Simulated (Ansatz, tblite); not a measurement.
Removing and adding an electron: Ge₁₃F₂₀. Charge 0, multiplicity 1. Geometry: PBE-D4/def2-SVP. Ansatz, gas phase; energy differences of separate SCF runs; the oxidised species was run as a doublet alone; the reduced species was run as a doublet alone.

```csv
atom,x (Å),y (Å),z (Å)
Ge1,-1.421,2.662,-2.041
Ge2,0.944,-3.732,-0.434
Ge3,-2.370,-0.582,-0.493
Ge4,1.430,-0.234,-1.947
Ge5,1.361,2.857,0.684
Ge6,0.742,-0.884,2.137
Ge7,-2.129,1.988,2.182
Ge8,2.100,-2.594,-2.334
Ge9,-0.957,0.233,-2.364
Ge10,-1.078,3.308,0.345
Ge11,1.371,-3.282,1.986
Ge12,-1.673,-0.445,1.886
Ge13,1.923,0.436,0.395
F14,-2.911,3.215,-2.762
F15,-0.142,3.548,-2.860
F16,-0.050,-5.114,-0.822
F17,-0.282,-2.337,-0.419
F18,-3.290,0.991,-0.397
F19,-3.567,-1.791,-0.888
F20,2.420,0.816,-2.963
F21,2.358,3.752,-0.443
F22,1.906,3.327,2.279
F23,1.298,-0.241,3.683
F24,-3.796,2.376,2.527
F25,-1.219,2.517,3.591
F26,1.588,-3.258,-3.867
F27,3.831,-2.825,-2.263
F28,-1.497,-0.428,-3.903
F29,-1.365,5.030,0.571
F30,0.431,-4.350,2.999
F31,3.044,-3.569,2.406
F32,-2.645,-1.511,2.895
F33,3.647,0.119,0.634
```

The xTB rows come from tblite. Single mean-field runs in def2-TZVP are fitted with def2-universal-jkfit. HOMO above LUMO, or a gap near zero within one spin, warns that the state may not be the lowest or that an electron is smeared out.

```
               level  −HOMO (eV)  vertical IE (eV)  −LUMO (eV)  vertical EA (eV)  HOMO–LUMO gap (eV)  IE − EA (eV)                                     remarks
            GFN1-xTB       11.22             12.67       10.04              8.44                1.19          4.24                                           –
            GFN2-xTB       12.05             13.72       11.42              9.79                0.62          3.94                                           –
    PBE-D4/def2-TZVP        7.50              9.20        5.50              3.94                2.00          5.26  gap within one spin near zero (+1 doublet)
r2SCANh-D4/def2-TZVP        8.30              9.76        5.36              3.99                2.93          5.78                                           –
   PBE0-D4/def2-TZVP        8.71              9.91        5.01              3.98                3.70          5.93                                           –
```

   Raw xTB energy differences between charge states are shifted by several eV; the methods need an empirical correction for them. Sets without diffuse functions give affinities that are too small.
